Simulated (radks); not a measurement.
The numbers below are computed, except where a source is named.
Valence configurations of Pr II (all share [Xe]). Level of theory: Dirac Kohn-Sham, PBEsol, spin-unpolarised, spherical densities, finite nucleus; open shells fill j = l - 1/2 first; Fermi nuclear charge, rms radius 4.8919 fm (a radial shooting solver on a logarithmic mesh with Libxc functionals). Energies are relative to 4f3 6s1; eigenvalues in eV.

valence          E (eV)  e(4f5/2)  e(5d3/2)  e(6p1/2)  e(6s1/2)
4f3 6s1           0.000    -7.167         -         -    -8.073
4f3 6s0.5 6p0.5   1.352    -7.657         -    -5.652    -8.350
4f2 5d1 6s1       1.570   -12.346    -8.707         -    -8.629
4f2 6s1 6p1       5.086   -15.657         -    -6.900   -10.077
4f4               2.810    -2.710         -         -         -
4f1 6s2 6p1      14.426   -24.804         -    -7.815   -11.463
4f2.5 6s1 6p0.5   1.670   -11.164         -    -6.175    -9.104
4f3 5d1           0.792    -5.341    -6.164         -         -
4f1.5 5d1 6s1.5   4.286   -16.579   -10.134         -    -9.360
4f2.5 5d0.5 6s1   0.292    -9.588    -8.070         -    -8.360

NIST lists [Xe] 4f3 6s1 as the ground configuration; this level of theory agrees among the configurations tried. The energies are those of spherical spin-averaged densities, not of single terms.
